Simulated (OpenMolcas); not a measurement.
A run on Pm III.

| Property | Result |
| --- | --- |
| Program | OpenMolcas |
| Method | XMS-CASPT2, IPEA 0.6 Eh, no level shift (closed shells correlated: 5s 5p) |
| Basis | ANO-R2 [8s6p4d4f1g] |
| Scalar Hamiltonian | X2C, finite nucleus |
| Active space | 5 electrons in 7 orbitals (4f) |
| State averaging | 2S+1 = 6 odd, 18 roots; 2S+1 = 4 odd, 80 roots kept (CI in the orbitals of an earlier block, 39 in the spin-orbit step) |
| Spin-orbit coupling | state interaction with AMFI integrals over the reference wave functions, term energies averaged over their components |

First CASPT2 step and the start of its output:

```
&CASPT2
XMultistate=18 1 2 3 4 5 6 7 8 9 10 11 12 13 14 15 16 17 18
Frozen=14 9
IPEA=0.6
MaxIter=60
WThr=0.0 0.3 0.05
PrWF=0.5
NoMix
```

```
--- CASPT2 ---
Orbital specifications:
      -----------------------

      Symmetry species                           1   2
                                                ag  au
      Frozen orbitals                           14   9
      Inactive orbitals                          1   3
      Active orbitals                            0   7
      Secondary orbitals                        22  27
      Deleted orbitals                           0   0
      Number of basis functions                 37  46
Type of calculation                        XMS-CASPT2
      Fock operator                              state-average
      IPEA shift                                 0.60
      Real shift                                 0.00
      Imaginary shift                            0.00
      The input orbitals will be transformed to quasi-canonical
      The input states will be rotated to diagonalize the Fock operator
Reference energy:      -10015.6473442023
      E2 (Non-variational):      -0.3906696574
      E2 (Variational):          -0.3906696507
      Total energy:          -10016.0380138531
      Residual norm:              0.0000004885
      Reference weight:           0.54727
      Contributions to the CASPT2 correlation energy
      Active & Virtual Only:         -0.0702846662
      One Inactive Excited:          -0.1564197230
      Two Inactive Excited:          -0.1639652683
Reference energy:      -10015.6473442023
      E2 (Non-variational):      -0.3925949318
      E2 (Variational):          -0.3925949261
      Total energy:          -10016.0399391284
      Residual norm:              0.0000003757
      Reference weight:           0.50499
      Contributions to the CASPT2 correlation energy
      Active & Virtual Only:         -0.0717743240
...
```

Over all roots the printed reference weights run from 0.00 to 0.91, and roots that are degenerate in the reference spread by up to 12000 cm-1.

**Question.** Did the run give usable levels, and if not, why?

**Answer.** No. The equations converged, but the reference weight falls to 0.00 for at least one root against 0.91 for the best. A drop of that size marks an intruder state, so the energies of such roots and the levels built on them can't be trusted.
